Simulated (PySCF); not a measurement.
B(H)2(OH) (BH3O), SMILES BO.

Coordinates come from a PBE0-D3(BJ)/def2-TZVP optimisation.

The numbers are results of PBE0-D3(BJ)/def2-TZVP in PySCF, not measurements.

No scaling factor is applied to the harmonic values.

```json
[
 {"mode": "1", "ν (cm⁻¹)": "783", "IR (km/mol)": "88.5", "moving atoms (share of kinetic energy)": "H 93 %"},
 {"mode": "2", "ν (cm⁻¹)": "884", "IR (km/mol)": "55.6", "moving atoms (share of kinetic energy)": "H 92 %"},
 {"mode": "3", "ν (cm⁻¹)": "1053", "IR (km/mol)": "53.2", "moving atoms (share of kinetic energy)": "H 71 %, B 27 %"},
 {"mode": "4", "ν (cm⁻¹)": "1173", "IR (km/mol)": "99.1", "moving atoms (share of kinetic energy)": "H 75 %, B 13 %, O 11 %"},
 {"mode": "5", "ν (cm⁻¹)": "1183", "IR (km/mol)": "15.4", "moving atoms (share of kinetic energy)": "H 73 %, O 22 %"},
 {"mode": "6", "ν (cm⁻¹)": "1386", "IR (km/mol)": "146.7", "moving atoms (share of kinetic energy)": "B 54 %, H 24 %, O 22 %"},
 {"mode": "7", "ν (cm⁻¹)": "2554", "IR (km/mol)": "101.2", "moving atoms (share of kinetic energy)": "H 95 %"},
 {"mode": "8", "ν (cm⁻¹)": "2657", "IR (km/mol)": "169.8", "moving atoms (share of kinetic energy)": "H 88 %, B 12 %"},
 {"mode": "9", "ν (cm⁻¹)": "3876", "IR (km/mol)": "69.5", "moving atoms (share of kinetic energy)": "H 94 %"}
]
```
